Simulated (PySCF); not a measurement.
# Two-dimensional NMR puzzle

Compound of formula C7H6F3N. Correlations simulated from computed shifts and the bond graph:

HSQC (one-bond C–H):
| δH | δC |
| --- | --- |
| 9.02 | 155.7 |
| 8.98 | 157.6 |
| 7.96 | 144.4 |
| 7.50 | 128.3 |
| 3.30 | 42.8 |

COSY cross peaks (H two or three bonds apart, from the bond graph; peaks can be absent where the dihedral angle is near 90°):
| δH | δH |
| --- | --- |
| 9.02 | 7.50 |
| 7.96 | 7.50 |

HMBC (two and three bonds, from the bond graph):
| δH | δC |
| --- | --- |
| 9.02 | 157.6, 144.4, 128.3 |
| 8.98 | 155.7, 144.4, 131.6, 42.8 |
| 7.96 | 157.6, 155.7, 131.6, 128.3, 42.8 |
| 7.50 | 155.7, 144.4, 131.6 |
| 3.30 | 157.6, 144.4, 134.6, 131.6 |

Carbons without hydrogens: δ 134.6, 131.6.

[PySCF 2.14: geometry: GFN2-xTB; σ from GIAO-PBE0/pcSseg-1; no solvent; non-relativistic; one conformer; fast rotation and ring inversion assumed for equivalent nuclei]

δ = σ(ref) − σ, references computed at the same level: TMS for ¹H (σref 31.72) and ¹³C (σref 186.93).

Exchangeable hydrogens are left out of these lists.

Task: Which molecule is this?

Result: SMILES C1=CN=CC(CC(F)(F)F)=C1.

Atoms are numbered as in `[F:1][C:2]([F:3])([F:4])[CH2:5][c:6]1[cH:7][cH:8][cH:9][n:10][cH:11]1` (H(Xn): hydrogen on atom n).

1. δC 157.6 is C11, an aromatic CH next to a ring nitrogen (δH 8.98).
2. δC 155.7 is C9, an aromatic CH next to a ring nitrogen (δH 9.02).
3. δC 144.4 is C7, an aromatic CH (δH 7.96).
4. δC 134.6 is C2, a CF3 carbon.
5. δC 131.6 is C6, a substituted aromatic carbon.
6. δC 128.3 is C8, an aromatic CH (δH 7.50).
7. δC 42.8 is C5, an sp3 CH2 on an aromatic ring (δH 3.30).
8. HMBC from δH 8.98 reaches the proton-free carbon C6.
9. HMBC from δH 7.96 reaches the proton-free carbon C6.
10. HMBC from δH 7.50 reaches the proton-free carbon C6.
11. HMBC from δH 3.30 reaches the proton-free carbons C2, C6.
12. COSY links 9.02–7.50, 7.96–7.50.

This is the structure that produced the data.

Shifts are as computed. Against solution values, carbons near 30 ppm lie about +3 ppm off and those near 130 ppm about +5 ppm. Of 1211 compounds with measured shifts, 218 miss one by over three times the rms of a fit or turn the order of signals round; such compounds aren't used in these exercises.
